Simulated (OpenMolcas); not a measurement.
4d2 ions of rising charge with 6 fluoride ligands in octahedral coordination

| Item | Value |
| --- | --- |
| Program | OpenMolcas |
| Method | SS-CASPT2, IPEA 0.25 Eh, imaginary shift 0.1 Eh |
| Spin-orbit coupling | RASSI with atomic mean-field integrals over the reference wave functions |

The d shell is active; CASPT2 correlates the ligand valence shells and the outer metal core. Anionic complexes are neutralised by point charges behind the ligands. Distances were set from a Shannon-type radius of the metal (high-spin where two are listed) plus a fixed donor radius (F 1.31 Å). Ligand basis ANO-RCC-VDZP, DKH2 Hamiltonian. States (labels of O, the rotations of Oh). Energies in cm-1 above the lowest state or level, χT in cm3 K/mol; under a threefold ground state the first gap can be a small split of the lowest multiplet, not the spin-orbit step; 10Dq and B are least-squares fits to the states below 45000 cm-1, weighted by degeneracy, with a free offset, and given where the rms deviation is under 5 % of |10Dq| (or 100 cm-1) and under 700 cm-1. Spin-only χT is S(S+1) / 2 for the spin of the ground state.

| Ion | Shell | R (Å) | Metal basis | Outer charge (e at Å behind ligand) | Ground state | First state of that spin | 10Dq | B (rms of fit) | First gap with spin-orbit (degeneracies) | χT at 300 K | First state of another spin | Spin-only χT |
| --- | --- | --- | --- | --- | --- | --- | --- | --- | --- | --- | --- | --- |
| Nb3+ | 4d2 | 2.03 | ANO-RCC-VTZP | 0.5 at 2.8 | 3T1 | 3T2 24720 |  |  | 23 (2, 3) | 0.460 | 1T2 7270 | 1.000 |
| Mo4+ | 4d2 | 1.96 | ANO-RCC-VTZP | 0.33 at 2.8 | 3T1 | 3T2 29810 | 30574 | 574 (285) | 31 (2, 3) | 0.379 | 1T2 7740 | 1.000 |
| Tc5+ | 4d2 | 1.91 | ANO-RCC-VDZP | 0.17 at 2.4 | 3T1 | 3T2 33920 | 34278 | 585 (479) | 36 (2, 3) | 0.348 | 1T2 7220 | 1.000 |

The rows also differ in their metal basis and outer charges, so part of each step comes from that.

|10Dq| changes by a factor of 34278 / 30574 = 1.12 from Mo4+ to Tc5+.

B goes from 574 cm-1 (Mo4+) to 585 cm-1 (Tc5+). In real complexes covalency offsets the rise of B with charge, which this model largely misses.

χT departs most from the spin-only value for Tc5+, by -0.652 cm3 K/mol.

Roots that are degenerate in the reference are averaged as groups; the widest CASPT2 spread within a group is 740 cm-1 (the 3-fold group of multiplicity 1 near 37600 cm-1 above the lowest state of its run, Mo4+). Shifts and gaps below about the spread of the groups concerned are not significant. Over all roots computed the reference weight is 0.68 to 0.71 in Nb3+, 0.70 to 0.71 in Mo4+, 0.66 to 0.68 in Tc5+; a low but even weight reflects the number of correlated electrons. An orbital triplet at a regular site is open to Jahn-Teller coupling, which can distort the site and quench the lowest spin-orbit gaps and is left out. Ligand-to-metal charge-transfer states are missing. With no ligand orbital active B as a rule stays too high, so bands that hang on it stand too high and its fall with covalency is understated. With one d shell and no ligand orbital active, 10Dq can be off by a tenth or more. The least metal-like active orbital is 83 % on the metal (Löwdin) and no ligand orbital is active, so the numbers are rough (holds for Nb3+). The least metal-like active orbital is 79 % on the metal (Löwdin) and no ligand orbital is active, so the numbers are rough (holds for Mo4+). The least metal-like active orbital is 70 % on the metal (Löwdin) and no ligand orbital is active, so the numbers are rough (holds for Tc5+). No measured value stands beside these numbers; the geometry is a model, was not optimised and need not be the one that this ion takes.
